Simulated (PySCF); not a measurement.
## Ionisation energy of Pr(47+) by level of theory

Pr(47+) [Ne] 3s2 (1S) → Pr(48+) [Ne] 3s1 (2S), as a difference of total energies. Calculation: PySCF 2.14, in an uncontracted even-tempered set (18 s from 10 bohr⁻², ratio 2.5; 12 p from 14 bohr⁻², ratio 2.5; 4 d from 50 bohr⁻², ratio 2.7; 4 f from 75 bohr⁻², ratio 2.7); scalar relativity by spin-free X2C-1e. Correlated levels: outer shells: 1s2 frozen; virtual orbitals above 40 to 60 times the deepest correlated orbital energy dropped. The calculations carry no spin-orbit coupling.

```tsv
method	ionisation energy (eV)
UHF	4031.1
LDA	4035.5
PBE	4038.4
PBE0	4036.8
r2SCAN	4030.9
M06	4034.6
revPBE	4037.5
MP2 (outer shells)	4034.5
SCS-MP2 (outer shells)	4034.9
```

How much does correlation contribute at MP2 (outer shells)?

4034.5 − (4031.1) = 3.4 eV, measured against UHF.

Breit and QED terms and the two-electron picture change are absent.

For comparison: 4030 ± 4 eV (theoretical estimate listed by NIST; NIST Atomic Spectra Database, ionization energies).
